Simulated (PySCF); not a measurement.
2-methoxy-1-pentene, C6H12O.
Cartesian coordinates in Å at the PBE0-D3(BJ)/def2-SVP level; atoms count from 1:
```xyz
19
C6H12O angstrom
C      1.4389   -1.0202   -1.0663
C      0.5917   -0.1474   -0.4981
C     -0.8872   -0.1289   -0.7338
C     -1.6983   -0.4487    0.5207
C     -3.1983   -0.3892    0.2849
O      0.9409    0.8202    0.3782
C      2.2873    0.9334    0.7395
H      1.0486   -1.7657   -1.7590
H      2.5115   -1.0244   -0.8722
H     -1.1648    0.8777   -1.0943
H     -1.1311   -0.8389   -1.5384
H     -1.4109    0.2598    1.3142
H     -1.4107   -1.4501    0.8839
H     -3.5111    0.6151   -0.0440
H     -3.5115   -1.1022   -0.4951
H     -3.7613   -0.6294    1.1995
H      2.3598    1.7675    1.4492
H      2.9254    1.1467   -0.1367
H      2.6560    0.0119    1.2243
```

All values: PBE0/def2-SVPD (PySCF, non-relativistic), on one gas-phase PBE0-D3(BJ)/def2-SVP geometry that isn't relaxed in the solvent. The solvent is an IEF-PCM continuum (Bondi radii, 1.10 Å for H, scaled by 1.2), and excitations are vertical TDDFT with non-equilibrium linear response and a frozen core. Specific hydrogen bonds and non-electrostatic terms are outside this model.

| run | E − E(gas) (kcal/mol) | HOMO (eV) | HOMO–LUMO gap (eV) | dipole (D) | lowest singlet (eV) | static polarisability (au) |
| --- | --- | --- | --- | --- | --- | --- |
| gas | 0.00 | -6.53 | 7.28 | 0.61 | 6.21 | 80.8 |
| P | -2.03 | -6.58 | 7.36 | 0.69 | 6.28 | 99.1 |
| Q | -1.26 | -6.55 | 7.33 | 0.66 | 6.24 | 91.6 |

Q: The runs were made in benzene and chloroform. Which run belongs to which solvent?

A: P = chloroform, Q = benzene. The dielectric constants are 2.271 (benzene), 4.711 (chloroform), and the energy falls further as ε rises. The optical constants n² used for the excitations are 2.25, 2.09 in the same order. In this model the ground state sees the solvent through ε alone.

Q: How constant is the ratio of the lowering to (ε − 1)/(2ε + 1)?

A: 
```
   solvent  (ε − 1)/(2ε + 1)  E − E(gas) (kcal/mol)  ratio (kcal/mol)  polarisation term (kcal/mol)
   benzene             0.229                  -1.26              -5.5                         -1.32
chloroform             0.356                  -2.03              -5.7                         -2.18
```

The ratio changes by +3.5 % in size from benzene to chloroform. The polarisation term is half the interaction of the solute with the induced surface charges.
